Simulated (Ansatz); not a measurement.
`CO[SiH](C)C` → `COC` + `C[SiH]` at 500 K and 1 bar (silylene formation by 1,1-elimination).

Isolated molecules relaxed with PBE0-D4/def2-TZVP in Ansatz; ΔE leaves out vibrations. CBS: MP2 limit from def2 TZ/QZ plus the TZ coupled-cluster correction, frozen cores. This one scheme is used for every species. One conformer a species, not always the lowest.

```csv
species,CCSD(T)/CBS energy (Eh),H − E (kJ/mol),S (J/(mol·K))
`CO[SiH](C)C`,-484.48883,383.9,453.5
`COC`,-154.86276,238.9,303.2
`C[SiH]`,-329.46712,135.7,295.1
```

H − E and S are ideal-gas, rigid-rotor, harmonic terms from PBE0-D4/def2-TZVP, for one conformer and one mirror image of each species. 1 Eh = 2625.50 kJ/mol, R = 8.31446 J/(mol·K).

By hand: ΔE, ΔH, ΔS and ΔG.

ΔE = (-154.86276) + (-329.46712) − (-484.48883) = 0.15895 Eh = 417.3 kJ/mol. Δ(H − E) = 238.9 + 135.7 − 383.9 = -9.3, so ΔH = 408.0 kJ/mol. ΔS = 303.2 + 295.1 − 453.5 = 144.8 J/(mol·K). ΔG = 408.0 − 500 × (144.8)/1000 = 335.6 kJ/mol.

By hand: the equilibrium constant, and the temperature at which ΔG would vanish if ΔH and ΔS stayed fixed.

log₁₀ K = −ΔG/(RT ln 10) = -35.1. ΔG = 0 at ΔH/ΔS = 2818 K, far beyond where these terms or the molecules hold.

The number of gas molecules changes by +1, which sets the sign of ΔS. A doubt of 5 kJ/mol in ΔE shifts log₁₀ K by 0.5 here. Other conformers and mirror images would add mixing entropy, several J/(mol·K) or more a flexible species. These are equilibria of isolated gas molecules and say nothing of rates. Largest T1 diagnostic: 0.012 (customary marks: 0.02 for closed shells, 0.045 for open ones).
